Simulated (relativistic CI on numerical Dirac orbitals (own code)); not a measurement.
# Hyperfine structure of Ir⁷³⁺, mass number 191

Method of calculation: Dirac-Coulomb-Breit CI, KLI orbitals optimised for each configuration, QED by a radiative potential, unscaled Slater integrals (own radial code, finite nucleus).

Configurations in the expansion (outside the closed core 1s2): 2s2, 2s 2p, 2p2, 2p 3s, 2p 3p, 2s 3s, 2s 3p, 2s 3d, 2s 4s, 2s 4p, 2s 4d, 2s 4f, 3s2, 3s 3p, 3p2. Levels of other configurations are missing.

Nuclear spin I = 3/2, μ = 0.1502 μN, Q = 0.816 b (tables of Stone and Pyykkö). The electronic factors are computed for point nuclear moments, without core polarisation or the Bohr-Weisskopf and QED corrections.

```
      Level  E (10³ cm⁻¹)  A (GHz)  B (GHz)
2s 2p 3P°_1        1784.4     1935     -101
2s 2p 3P°_2       15823.0    806.6     1620
2s 2p 1P°_1       16597.4   -602.8      908
   2p2 3P_1       18150.3   -114.7      805
   2p2 1D_2       18297.1    311.3     1540
   2p2 3P_2       32585.3    99.37     71.7
 2s 3s 3S_1       97196.0     1900   -0.884
2s 3p 3P°_1       97894.4     1612   -0.546
```

Levels with J = 0, under 50 % of one LS term, or S terms without an open s electron are left out. Small factors come from cancelling terms and can be off by tens of per cent or more.

At this charge energies of transitions that change n are usually good to better than 1 %, and those within a shell (Δn = 0) to a few per cent.

(1) Give the hyperfine levels of 2s 2p 3P°_1 relative to its centre of gravity.

Results:

(1) With K = F(F + 1) − I(I + 1) − J(J + 1), E = AK/2 + B[¾K(K + 1) − I(I + 1)J(J + 1)]/[2I(2I − 1)J(2J − 1)]: F = 1/2: -4963, F = 3/2: -1834, F = 5/2: 2877 GHz.

LS names give the leading component of a level, which can be under half, so a name can repeat, a term be missing and a line seem to break the LS rules.
